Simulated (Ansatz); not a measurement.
Reaction (ligand exchange at a Ti–O bond): `C[O][Ti]([NH2])([NH2])[NH2]` + dimethylamine → `C[N](C)[Ti]([NH2])([NH2])[NH2]` + CH₃OH

Isolated molecules relaxed with PBE0-D4/def2-TZVP in Ansatz; ΔE leaves out vibrations. CCSD(T)/CBS is the MP2 limit (def2-TZVPP, def2-QZVPP) plus CCSD(T) − MP2 in def2-TZVPP, frozen cores. This one scheme is used for every species. Functionals use def2-TZVPP. HSE06 is defined as in plane-wave codes. For Ti outer-core shells are correlated without core-valence functions, which leaves a few kJ/mol of doubt a bond. Scalar relativity is left out up to krypton. Each species was taken in one conformer, which may not be the lowest.

```
             level  ΔE (kcal/mol)  difference from CCSD(T)/CBS
          HSE06-D4           14.7                          1.4
           ωB97X-V           16.2                          2.9
            B2PLYP           16.3                          3.0
              BLYP           18.1                          4.8
             BHLYP           18.6                          5.3
         CAM-B3LYP           18.4                          5.1
       HF/def2-SVP           21.1                          7.8
    MP2/def2-TZVPP           13.0                         -0.3
CCSD(T)/def2-TZVPP           14.0                          0.7
      HF/CBS(def2)           21.0                          7.7
       CCSD(T)/CBS           13.3                            0
```

Largest T1 diagnostic among the species: 0.023, so the coupled-cluster value is less sure than usual.

The D4 term adds −2.7 kcal/mol with B3LYP and −1.6 kcal/mol with PBE0; it sums over pairs of atoms, weighted by their polarisabilities, and B3LYP, whose exchange is more repulsive, gets the larger term. At CCSD(T), def2-SVP lies +3.0 kcal/mol from the extrapolated value and def2-TZVPP +0.8 kcal/mol.

B3LYP here is the variant with VWN-RPA as its local correlation; programs differ in this.
